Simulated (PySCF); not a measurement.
C4H10Si2, SMILES C#C[SiH2][SiH2]CC.

The structure is a stationary point at B3LYP-D3(BJ)/def2-SVP. This is a generated structure with no PubChem entry under its InChIKey; it may be hypothetical. Other conformers were not sampled.

The numbers are results of PySCF with TDA-ωB97X/def2-SVPD, not measurements.

Vertical excitations. The molecule is in vacuum.

| state | energy (eV) | λ (nm) | f | main pairs |
|---|---|---|---|---|
| S1 | 5.96 | 208 | 0.002 | HOMO→LUMO+1 49 %, HOMO−3→LUMO+1 13 %, HOMO−1→LUMO 10 % |
| S2 | 6.22 | 199 | 0.020 | HOMO→LUMO 32 %, HOMO−1→LUMO+1 30 %, HOMO−3→LUMO 5 %, HOMO−1→LUMO+4 5 % |
| S3 | 6.28 | 197 | 0.002 | HOMO−1→LUMO 50 %, HOMO−1→LUMO+2 10 %, HOMO→LUMO+1 10 % |
| S4 | 7.08 | 175 | 0.049 | HOMO→LUMO+2 39 %, HOMO→LUMO 26 %, HOMO→LUMO+3 11 %, HOMO−3→LUMO 8 % |
| S5 | 7.40 | 168 | 0.030 | HOMO→LUMO+1 28 %, HOMO−3→LUMO+1 20 %, HOMO→LUMO+4 19 %, HOMO→LUMO+5 8 % |
| S6 | 7.81 | 159 | 0.339 | HOMO→LUMO+2 46 %, HOMO→LUMO 14 %, HOMO−3→LUMO 11 %, HOMO→LUMO+3 7 % |
| T1 | 4.96 | 250 | 0 | HOMO−1→LUMO+1 28 %, HOMO→LUMO 23 %, HOMO−3→LUMO 8 % |
| T2 | 5.46 | 227 | 0 | HOMO→LUMO+1 40 %, HOMO−1→LUMO 17 %, HOMO−3→LUMO+1 10 % |
Triplets are in the Tamm–Dancoff approximation.
